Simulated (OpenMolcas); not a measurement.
Ag2+ (d9) on a cation site of an ionic host was computed by SS-CASPT2, IPEA 0.25 Eh, sigma2 regulariser 0.3 Eh with the d shell active (OpenMolcas, ANO-RCC-VTZP on the metal). Its lowest spin-free states, and all those of the highest spin:

```csv
2S+1,Degeneracy,E (cm-1)
2,2,0
2,3,11570
```

Problem. Is the site octahedral, tetrahedral or cube-like, axial, or of lower symmetry?

Solution. The states with 2S+1 = 2 have orbital degeneracies 2, 3. Threefold states need a cubic site. For d9 at this spin an octahedron puts the twofold E below the threefold T2 and a tetrahedron or cube puts the threefold T2 below the twofold E, so the site is octahedral. The first gap at this spin, 11600 cm-1, is |10Dq| in ligand-field theory. The run had Ag2+ with its 6 nearest chloride ions at 2.672 Å, on the Y site of Cs2NaYCl6 (a = 10.7396 Å, distance in the model lattice 2.619 Å). The rest of the host is ab initio model potentials to 7.6 Å, with orthogonalisation functions on the cations behind the ligands, and point charges beyond; the distance is set by hand and nothing relaxes, and no local charge compensation is placed. Ligand basis ANO-RCC-VDZP.

Roots that are degenerate in the reference are averaged as groups; the widest CASPT2 spread within a group is 94 cm-1 (the 3-fold group of multiplicity 2 near 11600 cm-1 above the lowest state of its run). Shifts and gaps below about the spread of the groups concerned are not significant. Over all roots computed the reference weight is 0.67; a low but even weight reflects the number of correlated electrons. An orbital doublet at a regular site is open to a Jahn-Teller distortion, which this geometry leaves out. Ligand-to-metal charge-transfer states are missing. With one d shell and no ligand orbital active, 10Dq can be off by a tenth or more. No measured value stands beside these numbers; the geometry was set by hand and not optimised.
